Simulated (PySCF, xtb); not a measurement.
silyl(silyloxy)silane (H₈OSi₃), SMILES O([SiH2][SiH3])[SiH3].

xtb with GFN2-xTB at its own geometry gives an orbital gap of 4.24 eV and a dipole moment of 0.21 D.

Geometry: TPSSh-D3(BJ)/def2-SVP. Other conformers were not sampled.

Question: What does PBE/def2-TZVP (PySCF) give? (An estimate is asked for; the answer gives what the named calculation found.)

Answer: gap 5.26 eV (levels -6.77 and -1.51 eV), dipole 0.21 D.
